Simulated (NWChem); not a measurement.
System: AuPH₄; SMILES [PH3]->[AuH]

The following NWChem deck was run.

```
start job
memory heap 200 mb stack 900 mb global 1100 mb
geometry units angstroms noautosym nocenter noautoz
  Au     0.000000     0.000000    -0.432586
  H      0.000000     0.000000    -2.039989
  P      0.000000     0.000000     1.922816
  H      1.210106    -0.264156     2.614717
  H     -0.833819    -0.915904     2.614717
  H     -0.376287     1.180061     2.614717
end
basis spherical
  * library def2-svpd
end
ecp
  Au library def2-ecp
end
dft
  xc b3lyp
  iterations 150
end
tddft
  cis
  nroots 6
  notriplet
end
task tddft energy
```

Output (shortened):

```
             Northwest Computational Chemistry Package (NWChem) 7.3.0
             --------------------------------------------------------

                             Geometry "geometry" -> ""
                             -------------------------

 Output coordinates in angstroms (scale by  1.889725989 to convert to a.u.)

  No.       Tag          Charge          X              Y              Z
 ---- ---------------- ---------- -------------- -------------- --------------
    1 Au                  79.0000     0.00000000     0.00000000    -0.43258600
    2 H                    1.0000     0.00000000     0.00000000    -2.03998900
    3 P                   15.0000     0.00000000     0.00000000     1.92281600
    4 H                    1.0000     1.21010600    -0.26415600     2.61471700
    5 H                    1.0000    -0.83381900    -0.91590400     2.61471700
    6 H                    1.0000    -0.37628700     1.18006100     2.61471700

 Effective nuclear repulsion energy (a.u.)     350.2202588968

                                 NWChem DFT Module
                                 -----------------

 Summary of "ao basis" -> "ao basis" (spherical)
 ------------------------------------------------------------------------------
       Tag                 Description            Shells   Functions and Types
 ---------------- ------------------------------  ------  ---------------------
 Au                        def2-svpd                13       35   6s4p2d1f
 H                         def2-svpd                 4        8   2s2p
 P                         def2-svpd                10       24   5s3p2d

            General Information
            -------------------
          SCF calculation type: DFT
          Wavefunction type:  closed shell.
          No. of atoms     :     6
          No. of electrons :    38
           Alpha electrons :    19
            Beta electrons :    19
          Charge           :     0
          Spin multiplicity:     1
          Use of symmetry is: off; symmetry adaption is: off
          Maximum number of iterations: 150
          AO basis - number of functions:    91
                     number of shells:    39
          Convergence on energy requested:  1.00D-06
          Convergence on density requested:  1.00D-05
          Convergence on gradient requested:  5.00D-04

              XC Information
              --------------
                         B3LYP Method XC Potential
                     Hartree-Fock (Exact) Exchange  0.200
                        Slater Exchange Functional  0.800 local
                    Becke 1988 Exchange Functional  0.720 non-local
              Lee-Yang-Parr Correlation Functional  0.810
                  VWN I RPA Correlation Functional  0.190 local

             Grid Information
             ----------------
          Grid used for XC integration:  medium
          Radial quadrature: Mura-Knowles
          Angular quadrature: Lebedev.
          Tag              B.-S. Rad. Rad. Pts. Rad. Cut. Ang. Pts.
          ---              ---------- --------- --------- ---------
          Au                  1.35      123          10.0       590
          H                   0.35       45          12.0       434
          P                   1.00       88          11.0       590
          Grid pruning is: on
          Number of quadrature shells:   391
          Spatial weights used:  Erf1

      Superposition of Atomic Density Guess
      -------------------------------------

 Sum of atomic energies:        -494.97957015

      Non-variational initial energy
      ------------------------------

 Total energy =    -477.666445
 1-e energy   =    -908.100175
 2-e energy   =     331.122228
 HOMO         =      -0.326912
 LUMO         =       0.038513

   convergence    iter        energy       DeltaE   RMS-Dens  Diis-err
 ---------------- ----- ----------------- --------- --------- ---------
 d= 0,ls=0.0,diis     1   -479.3807990121 -5.79D+02  1.90D-02  5.17D-01
 d= 0,ls=0.0,diis     2   -479.1788176388  2.02D-01  1.25D-02  2.45D+00
 d= 0,ls=0.0,diis     3   -479.4649615586 -2.86D-01  1.92D-03  3.84D-03
 d= 0,ls=0.0,diis     4   -479.4654212766 -4.60D-04  7.51D-04  2.47D-03
 d= 0,ls=0.0,diis     5   -479.4657591375 -3.38D-04  1.10D-04  1.27D-04
  Resetting Diis
 d= 0,ls=0.0,diis     6   -479.4657729418 -1.38D-05  2.90D-05  9.29D-06
 d= 0,ls=0.0,diis     7   -479.4657738495 -9.08D-07  1.18D-05  1.33D-07
 d= 0,ls=0.0,diis     8   -479.4657738536 -4.12D-09  5.37D-06  1.22D-07

[...]

                                NWChem TDDFT Module
                                -------------------

            General Information
            -------------------
           No. of orbitals :     182
            Alpha orbitals :      91
             Beta orbitals :      91
        Alpha frozen cores :       0
         Beta frozen cores :       0
     Alpha frozen virtuals :       0
      Beta frozen virtuals :       0
         Spin multiplicity :       1
    Number of AO functions :      91
        Use of symmetry is : off
      Symmetry adaption is : off
         Schwarz screening :  0.10D-07

              XC Information
              --------------
                  B3LYP Method XC Potential
              Hartree-Fock (Exact) Exchange   0.20
                 Slater Exchange Functional   0.80 local
             Becke 1988 Exchange Functional   0.72 non-local
       Lee-Yang-Parr Correlation Functional   0.81
           VWN I RPA Correlation Functional   0.19 local

             TDDFT Information
             -----------------
          Calculation type : Tamm-Dancoff TDDFT
         Wavefunction type : Restricted singlets
          No. of electrons :      38
           Alpha electrons :      19
            Beta electrons :      19
              No. of roots :       6
          Max subspacesize :    5200
            Max iterations :     100
               Target root :       1
           Target symmetry : none
      Symmetry restriction : off
                 Algorithm : Optimal
        Davidson threshold :  0.10D-03

    6 smallest eigenvalue differences (eV)
--------------------------------------------------------
  No. Spin  Occ  Vir  Irrep   E(Occ)    E(Vir)   E(Diff)
--------------------------------------------------------
    1    1   19   20 a        -0.249    -0.030     5.977
    2    1   19   21 a        -0.249    -0.030     5.977
    3    1   19   22 a        -0.249    -0.014     6.396
    4    1   18   20 a        -0.299    -0.030     7.323
    5    1   18   21 a        -0.299    -0.030     7.323
    6    1   17   20 a        -0.299    -0.030     7.323
--------------------------------------------------------

  Entering Davidson iterations
  Restricted singlet excited states

  Iter   NTrls   NConv    DeltaV     DeltaE      Time
  ----  ------  ------  ---------  ---------  ---------
    1      6       0     0.88E-01   0.10+100       15.1
    2     12       0     0.19E-01   0.82E-02       14.7
    3     18       0     0.12E-01   0.12E-02       13.1
    4     24       0     0.14E-01   0.15E-02       13.3
    5     30       1     0.24E-02   0.57E-03       14.8
    6     35       3     0.66E-03   0.11E-04       12.0
    7     38       4     0.27E-03   0.15E-05       10.9
    8     40       4     0.11E-03   0.25E-06        9.9
    9     42       6     0.95E-04   0.29E-07        8.8
  ----  ------  ------  ---------  ---------  ---------
  Convergence criterion met

  Ground state a        -479.465773853633 a.u.

  ----------------------------------------------------------------------------
  Root   1 singlet a              0.190106186 a.u.                5.1731 eV
  ----------------------------------------------------------------------------
     Transition Moments    X  0.19088   Y -0.69489   Z  0.00000
     Dipole Oscillator Strength                    0.0658162640
     Electric Quadrupole                           0.0000001142
     Magnetic Dipole                               0.0000002962
     Total Oscillator Strength                     0.0658166744

     Occ.   17  a   ---  Virt.   20  a        0.12783
     Occ.   17  a   ---  Virt.   21  a        0.06027
     Occ.   18  a   ---  Virt.   20  a        0.06028
     Occ.   18  a   ---  Virt.   21  a       -0.12784
     Occ.   19  a   ---  Virt.   20  a        0.96690
     Occ.   19  a   ---  Virt.   21  a       -0.09364
     Occ.   19  a   ---  Virt.   24  a       -0.07230
  ----------------------------------------------------------------------------
  Root   2 singlet a              0.190106286 a.u.                5.1731 eV
  ----------------------------------------------------------------------------
     Transition Moments    X  0.69488   Y  0.19089   Z  0.00000
     Dipole Oscillator Strength                    0.0658134891
     Electric Quadrupole                           0.0000001142
     Magnetic Dipole                               0.0000002963
     Total Oscillator Strength                     0.0658138997

     Occ.   17  a   ---  Virt.   20  a       -0.06027
     Occ.   17  a   ---  Virt.   21  a        0.12783
     Occ.   18  a   ---  Virt.   20  a        0.12784
     Occ.   18  a   ---  Virt.   21  a        0.06028
     Occ.   19  a   ---  Virt.   20  a       -0.09364
     Occ.   19  a   ---  Virt.   21  a       -0.96690
     Occ.   19  a   ---  Virt.   23  a        0.07231
  ----------------------------------------------------------------------------
  Root   3 singlet a              0.210257971 a.u.                5.7214 eV
  ----------------------------------------------------------------------------
     Transition Moments    X  0.00000   Y  0.00000   Z -0.57822
     Dipole Oscillator Strength                    0.0468656175
     Electric Quadrupole                           0.0000001266
     Magnetic Dipole                               0.0000000000
     Total Oscillator Strength                     0.0468657441

[...]
```

Level: B3LYP/def2-SVPD with def2 effective core potentials on Au, TDA. Structure relaxed at the PBE0/def2-SVP level. B3LYP is NWChem's, with the RPA form of VWN correlation. def2 effective core potentials on Au; no spin-orbit coupling.
